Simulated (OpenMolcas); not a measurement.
Computed levels of 4d5 in ions with 41 electrons, in cm-1 above 6S 5/2.

| Property | Result |
| --- | --- |
| Program | OpenMolcas 26.06 |
| Method | SS-CASPT2, IPEA 0.25 Eh, imaginary shift 0.1 Eh |
| Basis | ANO-RCC-VTZP |
| Scalar Hamiltonian | DKH2, point nucleus |
| Spin-orbit coupling | state interaction with AMFI integrals over the reference wave functions, term energies averaged over their components |

Active space for each ion: 5 electrons in 5 orbitals (4d); closed shells correlated by CASPT2: 4s 4p.

| Level | Tc2+ | Rh4+ | Ag6+ |
| --- | --- | --- | --- |
| 4G 5/2 | 20960 | 26560 | 31440 |
| 4G 7/2 | 21100 | 26920 | 32320 |
| 4G 11/2 | 21160 | 27050 | 32590 |
| 4G 9/2 | 21190 | 27140 | 32790 |
| 4P 3/2 | 23330 | 29650 | 35030 |
| 4P 1/2 | 23840 | 30620 | 36570 |
| 4D 7/2 | 24810 | 31910 | 38500 |
| 4D 1/2 | 25380 | 33150 | 40570 |
| 4D 3/2 | 25790 | 33880 | 41630 |

Question: Estimate 4G 5/2, 4G 7/2 for Pd5+ from its neighbours Rh4+ and Ag6+.

Answer: 4G 5/2 is another term, which grows about linearly with the charge: (26560 + 31440) / 2 = 29000. The calculation gives 28680, so the estimate is off by +1.1 %.
4G 7/2 is another term, which grows about linearly with the charge: (26920 + 32320) / 2 = 29620. The calculation gives 29300, so the estimate is off by +1.1 %.

Mixed levels, with the weight of the term that names them: Tc2+ 4P 3/2 (63 %), Tc2+ 4P 1/2 (75 %), Tc2+ 4D 3/2 (62 %), Rh4+ 4P 3/2 (56 %), Rh4+ 4P 1/2 (68 %), Rh4+ 4D 1/2 (68 %), Rh4+ 4D 3/2 (56 %), Pd5+ 4P 3/2 (55 %), Pd5+ 4P 1/2 (67 %), Pd5+ 4D 1/2 (68 %), Pd5+ 4D 3/2 (54 %), Ag6+ 4P 3/2 (55 %), Ag6+ 4P 1/2 (68 %), Ag6+ 4D 1/2 (69 %), Ag6+ 4D 3/2 (55 %).

CASPT2 does not keep the components of a term degenerate, so their means are used; among the terms shown or strongly mixed into the levels shown the widest spread is 130 cm-1 (4d5 4G, Tc2+). Terms from blocks run as CI alone lack orbitals of their own. Levels of configurations with an s electron are missing; early in the row they begin among the upper levels of the d shell and mix with terms of their name (holds for Tc2+). Only configurations of the active space appear.
